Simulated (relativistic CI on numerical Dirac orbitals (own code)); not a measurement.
**Line list: Electric-dipole lines, Hg XXXIII**

Method of calculation: Dirac-Coulomb-Breit CI, KLI orbitals optimised for each configuration, model QED (radiative potential, 1s self-energy scaled to tabulated hydrogen-like ionisation energies), unscaled Slater integrals (own radial code, finite nucleus).

CI space (outside the closed core [Ar] 3d10): 4s²4p⁶4d¹⁰4f², 4s²4p⁶4d⁹4f³, 4s²4p⁶4d¹⁰4f5s, 4s²4p⁶4d¹⁰4f5p, 4s²4p⁵4d¹⁰4f³, 4s²4p⁶4d¹⁰5s², 4s²4p⁶4d¹⁰5s5p, 4s²4p⁶4d¹⁰4f5d, 4s4p⁶4d¹⁰4f³, 4s²4p⁶4d¹⁰5p², 4s²4p⁶4d¹⁰5s5d, 4s²4p⁶4d⁹4f²5s, 4s²4p⁶4d¹⁰4f5f, 4s²4p⁶4d¹⁰5p5d, 4s²4p⁶4d⁹4f²5p, 4s²4p⁶4d¹⁰4f5g, 4s²4p⁶4d¹⁰4f6s, 4s²4p⁶4d¹⁰5d², 4s²4p⁶4d¹⁰4f6p, 4s²4p⁶4d¹⁰4f6d, 4s²4p⁵4d¹⁰4f²5s, 4s²4p⁶4d¹⁰4f6g, 4s²4p⁶4d¹⁰4f7s, 4s4p⁶4d¹⁰4f5s², 4s4p⁶4d¹⁰4f5p². Double excitations out of closed p, d and f shells are left out; levels of such configurations are missing from the list, as are those of other unlisted configurations, and high levels can miss mixing partners.

```
λ vac (nm)                     Lower                     Upper   A (s⁻¹)  E lower (cm⁻¹)  E upper (cm⁻¹)
    4.0158     4s²4p⁶4d¹⁰4f² ³H4 [1]   4s²4p⁶4d⁹4f³ ³G°3 [391]  7.60e+12               0         2490142
    4.0280     4s²4p⁶4d¹⁰4f² ³H5 [3]   4s²4p⁶4d⁹4f³ ³G°4 [400]  7.73e+12           45332         2527969
    4.0531     4s²4p⁶4d¹⁰4f² ³H4 [1]   4s²4p⁶4d⁹4f³ ³F°4 [388]  5.11e+11               0         2467232
    4.0544     4s²4p⁶4d¹⁰4f² ³F3 [5]   4s²4p⁶4d⁹4f³ ³G°4 [400]  6.63e+11           61518         2527969
    4.0565     4s²4p⁶4d¹⁰4f² ³F2 [2]   4s²4p⁶4d⁹4f³ ³G°3 [391]  8.39e+11           24955         2490142
    4.0918     4s²4p⁶4d¹⁰4f² ³H6 [6]   4s²4p⁶4d⁹4f³ ³H°6 [399]  6.99e+12           79854         2523770
    4.0966     4s²4p⁶4d¹⁰4f² ³H5 [3]   4s²4p⁶4d⁹4f³ ³H°5 [390]  6.71e+12           45332         2486368
    4.1116     4s²4p⁶4d¹⁰4f² ³H4 [1]   4s²4p⁶4d⁹4f³ ³H°4 [382]  6.05e+12               0         2432170
    4.1385     4s²4p⁶4d¹⁰4f² ³H4 [1]   4s²4p⁶4d⁹4f³ ¹G°4 [378]  5.33e+11               0         2416358
    4.1468     4s²4p⁶4d¹⁰4f² ³F4 [9]   4s²4p⁶4d⁹4f³ ³D°3 [398]  1.49e+12          111851         2523361
    4.1495     4s²4p⁶4d¹⁰4f² ¹G4 [4]   4s²4p⁶4d⁹4f³ ³F°3 [389]  5.04e+11           60516         2470468
    4.1512     4s²4p⁶4d¹⁰4f² ³F3 [5]   4s²4p⁶4d⁹4f³ ³F°3 [389]  2.19e+12           61518         2470468
    4.1550     4s²4p⁶4d¹⁰4f² ¹G4 [4]   4s²4p⁶4d⁹4f³ ³F°4 [388]  5.18e+12           60516         2467232
    4.1568     4s²4p⁶4d¹⁰4f² ³F3 [5]   4s²4p⁶4d⁹4f³ ³F°4 [388]  5.68e+11           61518         2467232
    4.1593     4s²4p⁶4d¹⁰4f² ³F4 [9]   4s²4p⁶4d⁹4f³ ³F°4 [396]  5.95e+12          111851         2516088
    4.1600     4s²4p⁶4d¹⁰4f² ³F2 [2]   4s²4p⁶4d⁹4f³ ³D°1 [380]  2.22e+12           24955         2428824
    4.1806     4s²4p⁶4d¹⁰4f² ¹D2 [8]   4s²4p⁶4d⁹4f³ ³P°2 [392]  2.23e+12          101157         2493130
    4.1981     4s²4p⁶4d¹⁰4f² ³F3 [5]   4s²4p⁶4d⁹4f³ ³D°2 [384]  1.68e+12           61518         2443563
    4.2133     4s²4p⁶4d¹⁰4f² ³F3 [5]   4s²4p⁶4d⁹4f³ ³G°3 [383]  9.42e+11           61518         2434955
    4.2146    4s²4p⁶4d¹⁰4f² ³P1 [10]   4s²4p⁶4d⁹4f³ ³P°2 [392]  2.39e+12          120400         2493130
    4.2206     4s²4p⁶4d¹⁰4f² ¹D2 [8]   4s²4p⁶4d⁹4f³ ³F°3 [389]  2.41e+12          101157         2470468
    4.2261    4s²4p⁶4d¹⁰4f² ³P2 [12]   4s²4p⁶4d⁹4f³ ³D°3 [398]  3.20e+12          157128         2523361
    4.2306     4s²4p⁶4d¹⁰4f² ¹G4 [4]   4s²4p⁶4d⁹4f³ ³F°3 [379]  5.02e+11           60516         2424251
    4.2314     4s²4p⁶4d¹⁰4f² ¹D2 [8]   4s²4p⁶4d⁹4f³ ³P°1 [386]  1.87e+12          101157         2464436
    4.2324     4s²4p⁶4d¹⁰4f² ³F3 [5]   4s²4p⁶4d⁹4f³ ³F°3 [379]  2.36e+12           61518         2424251
    4.2360     4s²4p⁶4d¹⁰4f² ³F2 [2]   4s²4p⁶4d⁹4f³ ³F°2 [373]  5.31e+12           24955         2385650
    4.2479     4s²4p⁶4d¹⁰4f² ³H4 [1]   4s²4p⁶4d⁹4f³ ³G°3 [369]  4.78e+11               0         2354091
    4.2516     4s²4p⁶4d¹⁰4f² ³H6 [6]   4s²4p⁶4d⁹4f³ ¹K°7 [381]  4.44e+11           79854         2431890
    4.2539     4s²4p⁶4d¹⁰4f² ³F4 [9]   4s²4p⁶4d⁹4f³ ³G°5 [385]  4.10e+12          111851         2462629
    4.2661    4s²4p⁶4d¹⁰4f² ³P1 [10]   4s²4p⁶4d⁹4f³ ³P°1 [386]  2.40e+12          120400         2464436
    4.2691     4s²4p⁶4d¹⁰4f² ¹D2 [8]   4s²4p⁶4d⁹4f³ ³D°2 [384]  2.58e+12          101157         2443563
    4.2819     4s²4p⁶4d¹⁰4f² ¹G4 [4]   4s²4p⁶4d⁹4f³ ³G°4 [375]  6.68e+11           60516         2395924
    4.2837     4s²4p⁶4d¹⁰4f² ³F3 [5]   4s²4p⁶4d⁹4f³ ³G°4 [375]  3.22e+12           61518         2395924
    4.2860     4s²4p⁶4d¹⁰4f² ³P0 [7]   4s²4p⁶4d⁹4f³ ³D°1 [380]  2.47e+12           95623         2428824
    4.2934     4s²4p⁶4d¹⁰4f² ³F2 [2]   4s²4p⁶4d⁹4f³ ³G°3 [369]  3.35e+12           24955         2354091
    4.2997     4s²4p⁶4d¹⁰4f² ¹G4 [4]   4s²4p⁶4d⁹4f³ ¹H°5 [374]  1.03e+12           60516         2386253
    4.3046     4s²4p⁶4d¹⁰4f² ¹D2 [8]   4s²4p⁶4d⁹4f³ ³F°3 [379]  9.16e+11          101157         2424251
    4.3158     4s²4p⁶4d¹⁰4f² ¹G4 [4]   4s²4p⁶4d⁹4f³ ¹H°5 [372]  2.48e+12           60516         2377602
    4.3413    4s²4p⁶4d¹⁰4f² ¹I6 [11]   4s²4p⁶4d⁹4f³ ¹K°7 [381]  2.88e+12          128422         2431890
    4.3718     4s²4p⁶4d¹⁰4f² ³H6 [6]   4s²4p⁶4d⁹4f³ ³I°7 [371]  2.86e+12           79854         2367239
    4.3768     4s²4p⁶4d¹⁰4f² ³H5 [3]   4s²4p⁶4d⁹4f³ ³I°6 [364]  2.76e+12           45332         2330085
    4.4186     4s²4p⁶4d¹⁰4f² ³H5 [3]   4s²4p⁶4d⁹4f³ ³I°6 [359]  4.03e+11           45332         2308488
    4.4429     4s²4p⁶4d¹⁰4f² ³H4 [1]   4s²4p⁶4d⁹4f³ ³I°5 [333]  1.65e+12               0         2250761
    4.4796     4s²4p⁶4d¹⁰4f² ³H4 [1]   4s²4p⁶4d⁹4f³ ³I°5 [324]  9.35e+11               0         2232331
    12.580  4s²4p⁶4d¹⁰4f5s ³F°3 [15]  4s²4p⁶4d¹⁰4f5p ³G4 [395]  1.21e+11         1720177         2515069
```

Terms are leading LS components. Brackets give the number of a level in order of energy, since labels repeat. The list gives strong lines, with weight on those to low levels, without lines whose two gauges differ by over a factor of 2.5, among the lowest 400 of 1958 levels, so that lines to higher ones, which can be the strongest, are missing. Levels whose partners in the same complex of configurations lie outside the list can be far off, and so can their lines. Rates are taken at the computed energies, electric ones in the length gauge.

At this charge energies of transitions that change n are usually good to better than 1 %, and those within a shell (Δn = 0) to a few per cent. Terms inside the open d or f shell come out 10 to 20 % too wide with unscaled integrals.

LS names give the leading component of a level, which can be under half, so a name can repeat, a term be missing and a line seem to break the LS rules.
